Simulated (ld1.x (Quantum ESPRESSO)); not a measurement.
## Which change was made? (Sn, TM)

* Element: tin
* Generator: ld1.x (Quantum ESPRESSO) 7.5
* Type: norm-conserving Troullier–Martins (Kleinman–Bylander form)
* Functional: PBEsol
* Relativity: scalar-relativistic
* Frozen core: [Kr]
* Valence charge: 14
* Reference configuration: 4d10 5s2 5p1 (charge +1)
* Partial waves: 5s (bound): rc 1.75 bohr; 4d (bound): rc 1.55 bohr; 5p (bound): rc 1.95 bohr
* Local potential: the p channel
* Core correction: Bessel-smoothed model core inside 1.10 bohr

Cutoffs, loose and tight: the cutoffs (Ry, on a coarse ladder) from which the occupation-weighted sum of valence levels, in a spherical-Bessel basis at the reference potential, stays within 10 and 1 mRy of its value at 400 Ry. They do not see the model core or the augmentation charge, which bear on the density cutoff. Test errors are all-electron minus pseudo excitation energies from the reference, over the configurations 4d10 5s2 5p2; 4d10 5s2 5p0; 4d10 5s1 5p0; 4d10 5s0 5p4; 4d10 5s2 5p2.3; 4d10 5s0 5p0; 4d10 5s1 5p2; variants that change the core or the reference have their own tests.

The base gives: outcome: generated; cutoff, loose: 90 Ry; cutoff, tight: 140 Ry; bound ghosts: s; largest test error (meV): -98.

After one change the result is: outcome: generated; cutoff, loose: 100 Ry; cutoff, tight: 160 Ry; bound ghosts: none; largest test error (meV): -80. Which change was it?
A. all radii but the core radius scaled by about 0.77 (s 1.34, p 1.50, d 1.20 bohr)
B. all radii but the core radius scaled by about 0.84 (s 1.48, p 1.64, d 1.30 bohr)
C. all radii but the core radius scaled by about 1.18 (s 2.08, p 2.30, d 1.84 bohr)

B. The others give: all radii but the core radius scaled by about 1.18 (s 2.08, p 2.30, d 1.84 bohr) → outcome: generated; cutoff, loose: 70 Ry; cutoff, tight: 120 Ry; bound ghosts: none; largest test error (meV): -97 | all radii but the core radius scaled by about 0.77 (s 1.34, p 1.50, d 1.20 bohr) → outcome: generated; cutoff, loose: 140 Ry; cutoff, tight: 200 Ry; bound ghosts: none; largest test error (meV): -164.
